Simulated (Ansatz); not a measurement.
Reaction (atomization): `C[BH][AlH][SiH2]C` → Al• + B• + 2 C• + 10 H• + Si•

Program: Ansatz. Geometries: PBE0-D4/def2-TZVP. ΔE: electronic, gas phase. CCSD(T)/CBS adds triple-zeta CCSD(T) − MP2 to the extrapolated MP2 energy (def2 sets, frozen cores). This one scheme is used for every species, atoms too. DFT in def2-TZVPP. Open shells (•) are unrestricted, without spin–orbit coupling. Spin–orbit coupling would lower the free atoms: a little for Al, B, C, Si. One conformer a species, not always the lowest.

Task: What is ΔE at CCSD(T)/CBS? (An estimate is asked.)

Result: Ansatz gave: +51.86 eV.

Task: What do these levels give: PBE, HF/def2-TZVPP, SCS-MP2/def2-TZVPP, CCSD(T)/def2-TZVPP, MP2/def2-QZVPP, SCS-MP2/def2-QZVPP? (Best estimate.)

Result: Ansatz gave: PBE 51.94, HF/def2-TZVPP 40.14, SCS-MP2/def2-TZVPP 50.98, CCSD(T)/def2-TZVPP 50.76, MP2/def2-QZVPP 51.41, SCS-MP2/def2-QZVPP 51.71 eV.

Largest T1 diagnostic among the species: 0.018.

From PBE to PBE0 (25 % exact exchange), in def2-TZVPP and without D4, ΔE moves by −0.21 eV: exact exchange takes away binding that semilocal exchange gives to molecules. In def2-TZVPP, CCSD(T) changes the Hartree–Fock value by +10.62 eV (the triples alone add +0.49 eV) and MP2 by +10.62 eV; breaking electron pairs costs correlation energy, which Hartree–Fock lacks.

For atomizations the MP2-based limit and the directly extrapolated one differ by several kJ/mol either way, and by 10 to 25 for some Ge, Se and Sn compounds, so smaller differences from it don't rank the levels.
